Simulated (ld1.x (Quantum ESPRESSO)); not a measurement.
# bismuth: one change to a TM potential, before and after

ld1.x (Quantum ESPRESSO) 7.5 input, shortened:

```
&input
   title='Bi', zed=83., rel=1, dft='PZ', iswitch=3,
   config='[Xe] 4f14 5d10 6s2 6p3 6d-2'
 /
 &inputp
   pseudotype=2, tm=.true., lloc=-1, rcloc=1.25,
   nlcc=.true., rcore=0.90
 /
3
6S  1  0   2.00   0.00  1.45  1.45  0.0
6P  2  1   3.00   0.00  2.20  2.20  0.0
6D  3  2  -2.00   0.25  2.00  2.00  0.0
 &test
   configts(1)='6s2 6p3'
 /
```

Change: wave 6s (bound): rc 1.45 bohr becomes 6s (bound): rc 1.88 bohr.

Cutoffs: the cutoffs (Ry, on a coarse ladder) from which the occupation-weighted sum of valence levels, in a spherical-Bessel basis at the reference potential, stays within 10 and 1 mRy of its value at 400 Ry; they do not see the model core or the augmentation charge, which bear on the density cutoff. Errors are all-electron minus pseudo energies relative to the spin-unpolarised reference configuration.

Problem. What does the change do?

Solution. The potential gets softer (45 Ry and 160 Ry → 25 Ry and 35 Ry); both files keep a bound ghost (d, p, s); of the 9 tests that both files solve, the error grows in 0 and shrinks in 2 by more than 15 % and 0.3 meV (median size 43.5 → 28.6 meV). A larger radius leaves more room for a smooth pseudo-wave, so fewer plane waves are needed.

```csv
quantity,base,changed
"cutoff, loose",45 Ry,25 Ry
"cutoff, tight",160 Ry,35 Ry
loose cutoff by channel (10 mRy a level),"s 40 Ry, p 18 Ry","s 18 Ry, p 18 Ry"
bound ghosts,"d, s, p","s, d, p"
"error for 6s2 6p2, meV [ΔE 8.15 eV]",-12,-12
"error for 6s2 6p1, meV [ΔE 23.72 eV]",-71,-70
"error for 6s2 6p0, meV [ΔE 47.43 eV]",-246,-242
"error for 6s2 6p3.3, meV [ΔE -1.15 eV]",+0.3,+0.3
"error for 6s1 6p4, meV [ΔE 10.18 eV]",-44,-29
"error for 6s1 6p3, meV [ΔE 19.05 eV]",-76,-61
"error for 6s1 6p0, meV [ΔE 93.35 eV]",-840,-818
"error for 6s2 6p3 (spin-polarised), meV [ΔE -1.02 eV]",-5.0,-5.0
"error for 6s2 6p2 (spin-polarised), meV [ΔE 7.60 eV]",-17,-16
s: phases at 2.40 bohr within 0.05 rad from the reference energy up to (Ry; the scan ends near 5),2.0,1.8
p: phases at 2.40 bohr within 0.05 rad from the reference energy up to (Ry; the scan ends near 5),3.3,3.3
d: phases at 2.40 bohr within 0.05 rad from the reference energy up to (Ry; the scan ends near 5),1.1,1.1
```

Base: These tests converged, but a pseudo level misses the all-electron one widely, so the file describes the atom poorly there or has found another state: 6s1 6p0: empty 6p by 4.2 eV (a node warning on the way). Changed file: These tests converged, but a pseudo level misses the all-electron one widely, so the file describes the atom poorly there or has found another state: 6s1 6p0: empty 6p by 4.1 eV (a node warning on the way). A true bound ghost makes a file unfit for plane-wave use even where its test errors are small: the radial tests pick states by their node count and pass the ghost by.
